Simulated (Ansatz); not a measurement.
`C[O][InH][Cl]`, relaxed with RKS PBE0-D4/def2-TZVP in Ansatz 0.2.0 from a GFN2-xTB geometry. The force threshold is 0.005 eV/Å; the program also tests the step.

Total charge 0; spin multiplicity 1. In: def2 effective core potential.

Start:

```xyz
8

C    -0.529   -0.152    1.197
O     0.602    0.304    0.503
In    0.887    0.295   -1.447
Cl   -0.871   -0.572   -2.647
H    -1.310   -0.547    0.529
H    -0.233   -0.950    1.886
H    -0.957    0.675    1.773
H     2.410    0.947   -1.793
```

```json
{"step": "1", "energy (eV)": "-20841.0872", "largest force (eV/Å)": "0.452", "largest move (Å)": "0.000"}
{"step": "2", "energy (eV)": "-20841.1392", "largest force (eV/Å)": "0.341", "largest move (Å)": "0.195"}
{"step": "3", "energy (eV)": "-20841.1521", "largest force (eV/Å)": "0.083", "largest move (Å)": "0.069"}
{"step": "4", "energy (eV)": "-20841.1546", "largest force (eV/Å)": "0.038", "largest move (Å)": "0.054"}
{"step": "5", "energy (eV)": "-20841.1549", "largest force (eV/Å)": "0.022", "largest move (Å)": "0.022"}
{"step": "6", "energy (eV)": "-20841.1549", "largest force (eV/Å)": "0.039", "largest move (Å)": "0.003"}
{"step": "7", "energy (eV)": "-20841.1549", "largest force (eV/Å)": "0.002", "largest move (Å)": "0.001"}
```

End:

```xyz
8

C    -0.552   -0.163    1.185
O     0.633    0.324    0.604
In    0.985    0.346   -1.327
Cl   -0.831   -0.544   -2.487
H    -1.277   -0.537    0.453
H    -0.315   -0.982    1.874
H    -1.035    0.634    1.761
H     2.391    0.921   -2.063
```

Hardware: 4 threads of a server CPU on a shared host. Wall time 37 s, peak host memory 0.44 GiB.
